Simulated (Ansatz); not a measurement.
Basis-set series for C4H12CdN2, SMILES `C[N](C)[Cd][N](C)C`. Charge 0, multiplicity 1. Cd: def2 effective core potential. Geometry: relaxed with PBE0-D4/def2-TZVP. It is one conformer, not always the lowest.

```json
{"atom": "C1", "x (Å)": "2.440", "y (Å)": "1.262", "z (Å)": "-1.153"}
{"atom": "N2", "x (Å)": "1.097", "y (Å)": "1.519", "z (Å)": "-0.708"}
{"atom": "C3", "x (Å)": "0.504", "y (Å)": "2.626", "z (Å)": "-1.410"}
{"atom": "Cd4", "x (Å)": "-0.036", "y (Å)": "0.059", "z (Å)": "0.047"}
{"atom": "N5", "x (Å)": "-1.263", "y (Å)": "-1.248", "z (Å)": "0.927"}
{"atom": "C6", "x (Å)": "-1.737", "y (Å)": "-2.410", "z (Å)": "0.225"}
{"atom": "C7", "x (Å)": "-1.214", "y (Å)": "-1.466", "z (Å)": "2.348"}
{"atom": "H8", "x (Å)": "2.508", "y (Å)": "1.001", "z (Å)": "-2.224"}
{"atom": "H9", "x (Å)": "3.072", "y (Å)": "2.153", "z (Å)": "-1.006"}
{"atom": "H10", "x (Å)": "2.898", "y (Å)": "0.447", "z (Å)": "-0.587"}
{"atom": "H11", "x (Å)": "1.105", "y (Å)": "3.539", "z (Å)": "-1.267"}
{"atom": "H12", "x (Å)": "0.428", "y (Å)": "2.468", "z (Å)": "-2.500"}
{"atom": "H13", "x (Å)": "-0.501", "y (Å)": "2.842", "z (Å)": "-1.038"}
{"atom": "H14", "x (Å)": "-1.811", "y (Å)": "-2.223", "z (Å)": "-0.850"}
{"atom": "H15", "x (Å)": "-1.100", "y (Å)": "-3.301", "z (Å)": "0.364"}
{"atom": "H16", "x (Å)": "-2.745", "y (Å)": "-2.687", "z (Å)": "0.574"}
{"atom": "H17", "x (Å)": "-0.893", "y (Å)": "-0.566", "z (Å)": "2.879"}
{"atom": "H18", "x (Å)": "-0.538", "y (Å)": "-2.287", "z (Å)": "2.646"}
{"atom": "H19", "x (Å)": "-2.213", "y (Å)": "-1.728", "z (Å)": "2.732"}
```

| functional | basis | functions | energy (Eh) | HOMO (eV) | LUMO (eV) |
| --- | --- | --- | --- | --- | --- |
| PBE0-D4 | def2-TZVPP | 410 | -436.65044 | -5.54 | -0.57 |
| PBE0-D4 | def2-QZVPP | 790 | -436.67035 | -5.57 | -0.67 |
| ωB97M-V | def2-TZVPP | 410 | -436.76615 | -7.82 | 0.99 |
| ωB97M-V | def2-QZVPP | 790 | -436.78571 | -7.84 | 0.58 |

**Question.** Give the rows for def2-SVP. (An estimate is asked.)

**Answer.** The calculation gave: 
```json
{"functional": "PBE0-D4", "basis": "def2-SVP", "functions": "175", "energy (Eh)": "-436.31281", "HOMO (eV)": "-5.44", "LUMO (eV)": "-0.42"}
{"functional": "ωB97M-V", "basis": "def2-SVP", "functions": "175", "energy (Eh)": "-436.41129", "HOMO (eV)": "-7.71", "LUMO (eV)": "1.19"}
```

Positive LUMOs are unbound and depend on the basis.

All numbers were calculated with Ansatz.
